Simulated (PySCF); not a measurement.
Field gradients from PBE0/pcSseg-1 densities (PySCF, non-relativistic) at GFN2-xTB geometries, isolated species, one conformer each; χzz is the principal value of largest magnitude, with Q(14N) = 0.02044 b. GFN2-xTB bond lengths can be off by several hundredths of an ångström, more for odd bonds, and the gradients follow them. The basis is small and wasn't made for field gradients, so the couplings can be 20 % off.

(1) These 14N couplings (χzz in MHz, η) are listed in rising order: (-6.327, 0.19); (-5.676, 0.28); (-5.382, 0.12); (-5.062, 0.39); (-4.492, 0.37); (2.658, 0.57). Assign them to: N9 (pyridine-type nitrogen) in `[CH3:1][Si:2]([CH3:3])([CH3:4])[c:5]1[cH:6][cH:7][n:8][n:9][cH:10]1`; N5 (primary amine nitrogen) in `[CH3:1][C:2]([CH3:3])([CH2:4][NH2:5])[CH2:6][C:7]#[N:8]`; N10 (silicon-bound nitrogen) in `[F:1][CH2:2][C@@H:3]1[CH2:4][NH:5][Si@H:6]([CH:7]([F:8])[F:9])[NH:10]1`; N4 (imine nitrogen) in `[H]/[N:4]=[C:3](\[CH:2]=[CH2:1])[C:5]([NH2:6])=[O:7]`; N2 (C=N nitrogen) in `[CH2:1]=[N:2]/[N:3]=[C:4](\[CH3:5])[CH:6]([CH3:7])[CH3:8]`; N6 (pyrrole-type nitrogen) in `[CH2:1]=[CH:2][c:3]1[cH:4][n:5][n:6]([SiH:7]([CH3:8])[CH3:9])[cH:10]1`.

Answers

(1) -6.327 MHz, η 0.19: N9 (pyridine-type nitrogen) in `[CH3:1][Si:2]([CH3:3])([CH3:4])[c:5]1[cH:6][cH:7][n:8][n:9][cH:10]1`; -5.676 MHz, η 0.28: N2 (C=N nitrogen) in `[CH2:1]=[N:2]/[N:3]=[C:4](\[CH3:5])[CH:6]([CH3:7])[CH3:8]`; -5.382 MHz, η 0.12: N5 (primary amine nitrogen) in `[CH3:1][C:2]([CH3:3])([CH2:4][NH2:5])[CH2:6][C:7]#[N:8]`; -5.062 MHz, η 0.39: N10 (silicon-bound nitrogen) in `[F:1][CH2:2][C@@H:3]1[CH2:4][NH:5][Si@H:6]([CH:7]([F:8])[F:9])[NH:10]1`; -4.492 MHz, η 0.37: N4 (imine nitrogen) in `[H]/[N:4]=[C:3](\[CH:2]=[CH2:1])[C:5]([NH2:6])=[O:7]`; 2.658 MHz, η 0.57: N6 (pyrrole-type nitrogen) in `[CH2:1]=[CH:2][c:3]1[cH:4][n:5][n:6]([SiH:7]([CH3:8])[CH3:9])[cH:10]1`.

All sites together:

```
nucleus                                                                                                    site  Vzz (au)     η  χzz (MHz)
    14N      N9 (pyridine-type nitrogen) in [CH3:1][Si:2]([CH3:3])([CH3:4])[c:5]1[cH:6][cH:7][n:8][n:9][cH:10]1    -1.317  0.19     -6.327
    14N                  N5 (primary amine nitrogen) in [CH3:1][C:2]([CH3:3])([CH2:4][NH2:5])[CH2:6][C:7]#[N:8]    -1.121  0.12     -5.382
    14N  N10 (silicon-bound nitrogen) in [F:1][CH2:2][C@@H:3]1[CH2:4][NH:5][Si@H:6]([CH:7]([F:8])[F:9])[NH:10]1    -1.054  0.39     -5.062
    14N                             N4 (imine nitrogen) in [H]/[N:4]=[C:3](\[CH:2]=[CH2:1])[C:5]([NH2:6])=[O:7]    -0.935  0.37     -4.492
    14N                          N2 (C=N nitrogen) in [CH2:1]=[N:2]/[N:3]=[C:4](\[CH3:5])[CH:6]([CH3:7])[CH3:8]    -1.182  0.28     -5.676
    14N     N6 (pyrrole-type nitrogen) in [CH2:1]=[CH:2][c:3]1[cH:4][n:5][n:6]([SiH:7]([CH3:8])[CH3:9])[cH:10]1     0.553  0.57      2.658
```
